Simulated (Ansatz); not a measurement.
The cluster SeS₂ (the lowest singlet isomer of a short search) was relaxed with PBE0-D4 (def2-TZVP) in Ansatz in these states: neutral quintet, neutral singlet, neutral triplet. The geometries follow in no particular order.

A:

```xyz
3

S    -2.160   -0.695    0.798
S    -0.466   -0.148    0.172
Se    2.625    0.843   -0.970
```

B:

```xyz
3

S     1.108   -0.539   -0.891
S    -0.499    0.548   -0.587
Se   -0.609   -0.009    1.478
```

C:

```xyz
3

S    -0.6602   -0.0587   -1.5709
S    -0.4132    0.4892    0.2382
Se    1.0734   -0.4305    1.3327
```

Problem. Judge from the bond lengths which geometry belongs to which state (an estimate).

Solution. A is the neutral quintet (S2–Se3 3.441 Å, S1–S2 1.887 Å); B is the neutral triplet (S2–Se3 2.142 Å, S1–S2 1.963 Å); C is the neutral singlet (S2–Se3 2.062 Å, S1–S2 1.906 Å).

At PBE0-D4/def2-TZVP a singlet lies 2.00 eV below the neutral quintet. At PBE0-D4/def2-TZVP a singlet lies 0.51 eV below the neutral triplet. These are the stationary points nearest to one start from a short search; other shapes may lie lower in each state. The neutral quintet has come apart into loosely held pieces.
